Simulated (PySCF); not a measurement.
**19F chemical shifts**

Rapidly exchanging positions averaged, non-relativistic Hamiltonian, in vacuum, single conformer. Shielding tensors at PBE0/pcSseg-1 (GIAO); GFN2-xTB geometry; PySCF 2.14.0 with density-fitted response routines.

Shieldings were converted by a linear fit to measured shifts: 19F (scatter 6.0 ppm rms, 7.0 ppm with the 5 outliers that the fit left out vs CFCl3, solution or neat liquid, with a term for F on sp3 carbon). A few per cent of atoms miss by over 2 rms, more outside the fitted compound classes.

Problem. Give the 19F shifts of `C[C@@]1(F)C[C@H](F)CCCO1`, `FCO[C@@H]1C[C@@H](Cl)[C@@H]1F`, `CCO[C@@]1(F)CC[C@@H](F)C1`, `CCO[C@@]1(F)CC[C@@H](F)C1`, `CC[C@@H]1C[C@H](F)[C@H]1OCF`, `CCC[C@@H]1[C@@H](F)O[C@@H]1CF`, `CC1=C[C@@H](F)CC[C@@H](F)[SiH2]1`, `FC[C@@H]1O[C@@H](F)[C@H]1CCl`, `C=CC[SiH2]/C(CF)=C(/C)F`, `FC[C@H]([SiH2]C[SiH3])C(Cl)Cl`.

Solution. 
```json
{"compound": "[CH3:1][C@@:2]1([F:3])[CH2:4][C@H:5]([F:6])[CH2:7][CH2:8][CH2:9][O:10]1", "environment": "F3: fluorine on an sp3 carbon", "δ (ppm)": "-97.5"}
{"compound": "[CH3:1][C@@:2]1([F:3])[CH2:4][C@H:5]([F:6])[CH2:7][CH2:8][CH2:9][O:10]1", "environment": "F6: fluorine on an sp3 carbon", "δ (ppm)": "-170.1"}
{"compound": "[F:1][CH2:2][O:3][C@@H:4]1[CH2:5][C@@H:6]([Cl:7])[C@@H:8]1[F:9]", "environment": "F1: fluorine on an sp3 carbon", "δ (ppm)": "-161.8"}
{"compound": "[F:1][CH2:2][O:3][C@@H:4]1[CH2:5][C@@H:6]([Cl:7])[C@@H:8]1[F:9]", "environment": "F9: fluorine on an sp3 carbon", "δ (ppm)": "-183.5"}
{"compound": "[CH3:1][CH2:2][O:3][C@@:4]1([F:5])[CH2:6][CH2:7][C@@H:8]([F:9])[CH2:10]1", "environment": "F5: fluorine on an sp3 carbon", "δ (ppm)": "-111.6"}
{"compound": "[CH3:1][CH2:2][O:3][C@@:4]1([F:5])[CH2:6][CH2:7][C@@H:8]([F:9])[CH2:10]1", "environment": "F9: fluorine on an sp3 carbon", "δ (ppm)": "-169.3"}
{"compound": "[CH3:1][CH2:2][O:3][C@@:4]1([F:5])[CH2:6][CH2:7][C@@H:8]([F:9])[CH2:10]1", "environment": "F5: fluorine on an sp3 carbon", "δ (ppm)": "-111.6"}
{"compound": "[CH3:1][CH2:2][O:3][C@@:4]1([F:5])[CH2:6][CH2:7][C@@H:8]([F:9])[CH2:10]1", "environment": "F9: fluorine on an sp3 carbon", "δ (ppm)": "-169.3"}
{"compound": "[CH3:1][CH2:2][C@@H:3]1[CH2:4][C@H:5]([F:6])[C@H:7]1[O:8][CH2:9][F:10]", "environment": "F10: fluorine on an sp3 carbon", "δ (ppm)": "-159.8"}
{"compound": "[CH3:1][CH2:2][C@@H:3]1[CH2:4][C@H:5]([F:6])[C@H:7]1[O:8][CH2:9][F:10]", "environment": "F6: fluorine on an sp3 carbon", "δ (ppm)": "-163.4"}
{"compound": "[CH3:1][CH2:2][CH2:3][C@@H:4]1[C@@H:5]([F:6])[O:7][C@@H:8]1[CH2:9][F:10]", "environment": "F6: fluorine on an sp3 carbon", "δ (ppm)": "-99.9"}
{"compound": "[CH3:1][CH2:2][CH2:3][C@@H:4]1[C@@H:5]([F:6])[O:7][C@@H:8]1[CH2:9][F:10]", "environment": "F10: fluorine on an sp3 carbon", "δ (ppm)": "-235.6"}
{"compound": "[CH3:1][C:2]1=[CH:3][C@@H:4]([F:5])[CH2:6][CH2:7][C@@H:8]([F:9])[SiH2:10]1", "environment": "F5: fluorine on an sp3 carbon", "δ (ppm)": "-169.9"}
{"compound": "[CH3:1][C:2]1=[CH:3][C@@H:4]([F:5])[CH2:6][CH2:7][C@@H:8]([F:9])[SiH2:10]1", "environment": "F9: fluorine on an sp3 carbon", "δ (ppm)": "-221.4"}
{"compound": "[F:1][CH2:2][C@@H:3]1[O:4][C@@H:5]([F:6])[C@H:7]1[CH2:8][Cl:9]", "environment": "F6: fluorine on an sp3 carbon", "δ (ppm)": "-124.4"}
{"compound": "[F:1][CH2:2][C@@H:3]1[O:4][C@@H:5]([F:6])[C@H:7]1[CH2:8][Cl:9]", "environment": "F1: fluorine on an sp3 carbon", "δ (ppm)": "-230.0"}
{"compound": "[CH2:1]=[CH:2][CH2:3][SiH2:4]/[C:5]([CH2:6][F:7])=[C:8](/[CH3:9])[F:10]", "environment": "F10: vinylic fluorine", "δ (ppm)": "-63.0"}
{"compound": "[CH2:1]=[CH:2][CH2:3][SiH2:4]/[C:5]([CH2:6][F:7])=[C:8](/[CH3:9])[F:10]", "environment": "F7: fluorine on an sp3 carbon", "δ (ppm)": "-217.1"}
{"compound": "FC[C@H]([SiH2]C[SiH3])C(Cl)Cl", "environment": "fluorine on an sp3 carbon", "δ (ppm)": "-233.1"}
```
